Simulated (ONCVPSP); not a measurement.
## Configuration tests for phosphorus (ONCV)

```json
{
  "Element": "P (Z = 15)",
  "Generator": "ONCVPSP 4.0.1",
  "Type": "optimised norm-conserving Vanderbilt (ONCV)",
  "Functional": "PBEsol",
  "Relativity": "scalar-relativistic",
  "Frozen core": "[Ne]",
  "Valence charge": "5",
  "Reference configuration": "3s2 3p3",
  "Partial waves": "3s: rc 1.45 bohr, ncon 4, nbas 8, qcut 4 1/bohr, 2 projectors, debl 2.4 Ha; 3p: rc 1.90 bohr, ncon 4, nbas 8, qcut 4.6 1/bohr, 2 projectors, debl 3.4 Ha",
  "Local potential": "polynomial inside 1.25 bohr (lpopt 5, dvloc0 4 Ha)",
  "Core correction": "none"
}
```

Energies are relative to the spin-unpolarised reference configuration 3s2 3p3; without spin polarisation the order of configurations can differ from experiment.

| valence configuration | charge | ΔE all-electron (eV) | error AE − PS (meV) |
| --- | --- | --- | --- |
| 3s2 3p2 | +1 | 9.698 | +0.2 |
| 3s2 3p1 | +2 | 28.810 | +8.4 |

(1) What are ΔE and the potential's error for 3s2 3p0?

(2) What are ΔE and the potential's error for 3s2 3p2.5?

Levels in the configuration 3s2 3p2.5:

```tsv
level	all-electron (eV)	pseudo (eV)
3s	-18.373	-18.372
3p	-9.633	-9.633
```

## Answers

(1) ΔE = 58.516 eV all-electron; the error (AE − PS) is +47 meV.

(2) ΔE = 3.760 eV all-electron; the error (AE − PS) is -0.2 meV.
